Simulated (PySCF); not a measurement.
Calculation: CAM-B3LYP-D3(BJ)/def2-TZVP in PySCF 2.14.0. Isolated molecules, 0 K electronic values unless said otherwise. Excitations are Tamm–Dancoff values on a coarser integration grid. The basis has no diffuse functions, so Rydberg states are missing or too high.

Reference species (SMILES): `F/[SiH]=[SiH]\Cl` (neutral, multiplicity 1).

```json
{
 "dipole_moment": "1.66 D",
 "HOMO": "-7.49 eV",
 "T1 excitation (TDA)": "1.30 eV",
 "LUMO": "-1.72 eV"
}
```

Changed species: `[SiH](=[SiH]\F)/Cl`.

Task: Give the shifts of the dipole moment, HOMO, T1 excitation (TDA) and LUMO.

Result: the dipole moment drops by 1.38 D, to 0.28 D; the HOMO goes up by 0.06 eV, to -7.43 eV; the T1 excitation (TDA) falls by 0.08 eV, to 1.22 eV; the LUMO drops by 0.03 eV, to -1.75 eV.
